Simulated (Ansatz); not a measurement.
A run of Ansatz (development build ahead of 0.2.0) on singlet Li₄F₄ at this shape:

```json
{"atom": "Li", "x (Å)": "-0.9240", "y (Å)": "-0.9240", "z (Å)": "-0.9240"}
{"atom": "F", "x (Å)": "-1.0249", "y (Å)": "-1.0249", "z (Å)": "1.0249"}
{"atom": "F", "x (Å)": "-1.0249", "y (Å)": "1.0249", "z (Å)": "-1.0249"}
{"atom": "Li", "x (Å)": "-0.9240", "y (Å)": "0.9240", "z (Å)": "0.9240"}
{"atom": "F", "x (Å)": "1.0249", "y (Å)": "-1.0249", "z (Å)": "-1.0249"}
{"atom": "Li", "x (Å)": "0.9240", "y (Å)": "-0.9240", "z (Å)": "0.9240"}
{"atom": "Li", "x (Å)": "0.9240", "y (Å)": "0.9240", "z (Å)": "-0.9240"}
{"atom": "F", "x (Å)": "1.0249", "y (Å)": "1.0249", "z (Å)": "1.0249"}
```

Its results:

```
Converged                       : yes
Total energy                    : -428.20707 hartree
Spin squared of the determinant : 0.000
```

Problem. Which input gives this output? Name the method, the orbitals and the basis set, and write the input.

Solution. RHF in def2-TZVP. An unrestricted run that stays on the closed shell gives the same numbers.

```yaml
crystal:
  periodic: [false, false, false]
  atoms:
    - { symbol: Li, position_ang: [-0.92404, -0.92404, -0.92404] }
    - { symbol: F, position_ang: [-1.02492, -1.02492, 1.02492] }
    - { symbol: F, position_ang: [-1.02492, 1.02492, -1.02492] }
    - { symbol: Li, position_ang: [-0.92404, 0.92404, 0.92404] }
    - { symbol: F, position_ang: [1.02492, -1.02492, -1.02492] }
    - { symbol: Li, position_ang: [0.92404, -0.92404, 0.92404] }
    - { symbol: Li, position_ang: [0.92404, 0.92404, -0.92404] }
    - { symbol: F, position_ang: [1.02492, 1.02492, 1.02492] }
basis:
  gaussian: { orbitals: def2-TZVP }
hamiltonian:
  xc: hf
```
